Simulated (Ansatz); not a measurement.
Geometry optimisation, RKS PBE0-D4/6-31G* (Ansatz).

The input (input.yaml):

```yaml
crystal:
  periodic: [false, false, false]
  atoms:
    - { symbol: Si, position_ang: [-0.000191, -0.527686, -0.382743] }
    - { symbol: O, position_ang: [0.500565, 0.069001, 2.382901] }
    - { symbol: H, position_ang: [-0.28894, 0.61535, 2.252425] }
    - { symbol: H, position_ang: [1.291523, 0.130681, -0.657689] }
    - { symbol: O, position_ang: [-1.174132, 0.510016, 0.162217] }
    - { symbol: H, position_ang: [-1.847812, 0.766803, -0.478666] }
    - { symbol: Cl, position_ang: [-0.648575, -1.314547, -2.189293] }
    - { symbol: H, position_ang: [0.096066, -1.652855, 0.556165] }
    - { symbol: H, position_ang: [0.163296, -0.845861, 2.244484] }
basis:
  gaussian: { orbitals: "6-31G*" }
hamiltonian:
  xc: pbe0
  dispersion: d4
relax:
  f_tol: 0.03
  max_steps: 50
```

Command:

```bash
$ ansatz run input.yaml --threads 1 --pin off --max-ram 2048MiB --backend cpu --events-out ev --progress --plain --runs-dir out
```

Q: Where does it end, and by what steps?

A: The forces met the threshold. After 9 steps the energy has fallen by 0.227 eV; H9 moved furthest, 0.39 Å.

```
step  energy less start (eV)  largest force component (eV/Å)  accepted
   0                  0.0000                           0.876       yes
   1                 -0.0457                           1.710       yes
   2                 -0.0639                           0.973       yes
   3                 -0.1049                           2.126       yes
   4                 -0.1921                           0.857       yes
   5                 -0.2181                           0.135       yes
   6                 -0.2244                           0.110       yes
   7                 -0.2263                           0.041       yes
   8                 -0.2265                           0.084       yes
   9                 -0.2271                           0.025       yes
```

```xyz
9
Properties=species:S:1:pos:R:3
Si -0.006 -0.561 -0.235
O 0.507 0.032 2.000
H -0.185 0.712 2.027
H 1.303 0.089 -0.431
O -1.257 0.444 0.245
H -1.879 0.625 -0.472
Cl -0.576 -1.021 -2.218
H -0.003 -1.904 0.385
H 0.188 -0.666 2.589
```

Whether the end is a true minimum wasn't checked by a vibrational analysis.

The run took 38 s on 1 thread of Arm Neoverse V1 (shared host), peak memory 0.15 GiB.
